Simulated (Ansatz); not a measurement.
# AlBCl2GeH4: where a starting geometry ends

The starting geometry of this gas-phase singlet was optimised with GFN2-xTB.

| atom | x (Å) | y (Å) | z (Å) |
| --- | --- | --- | --- |
| Al | 1.3374 | 2.1069 | 2.5703 |
| B | -2.4714 | 1.4014 | 0.1897 |
| Cl | 3.0392 | 1.0919 | 2.1046 |
| Cl | 1.1301 | 3.4019 | 4.1296 |
| Ge | -0.6614 | 1.9397 | 1.0899 |
| H | -2.8946 | 0.4947 | 0.8263 |
| H | -3.0953 | 2.4093 | 0.2577 |
| H | -2.1206 | 1.1246 | -0.9115 |
| H | -0.0056 | 3.2515 | 0.3531 |

Question: Predict what becomes of its bonds when it is optimised with PBE0-D3(BJ)/pcseg-1.

Answer: A new bond forms, giving a structure with H8 bridging B2 and Ge5, given below by its coordinates. Distances that change by over a tenth: B2–H8 (1.19 → 1.38 Å). Contacts that close: Ge5–H8 (2.61 → 1.77 Å).

The energy falls by 0.75 eV over 33 steps:

```
step  E − E(last) (eV)
   1             0.755
   5             0.438
   8             0.388
  12             0.081
  15             0.031
  19             0.019
  22             0.007
  26             0.002
  29             0.000
  33             0.000
```

Final geometry (Å):

```yaml
atoms:
  - { symbol: Al, position_ang: [0.9852, 2.0525, 2.4064] }
  - { symbol: B, position_ang: [-2.2522, 1.3642, 0.3724] }
  - { symbol: Cl, position_ang: [1.7407, 0.1037, 2.3480] }
  - { symbol: Cl, position_ang: [1.9003, 3.4310, 3.6924] }
  - { symbol: Ge, position_ang: [-1.0185, 2.7104, 1.1338] }
  - { symbol: H, position_ang: [-2.2851, 0.2945, 0.9091] }
  - { symbol: H, position_ang: [-3.0590, 1.7370, -0.4302] }
  - { symbol: H, position_ang: [-0.9901, 1.5144, -0.1665] }
  - { symbol: H, position_ang: [-0.7636, 4.0142, 0.3443] }
```

Frequencies at the end are all real (lowest 29 cm⁻¹). Run with Ansatz 0.2.0, 72 s on 2 threads of Intel(R) Xeon(R) 6975P-C (Granite Rapids), with other jobs on the host.
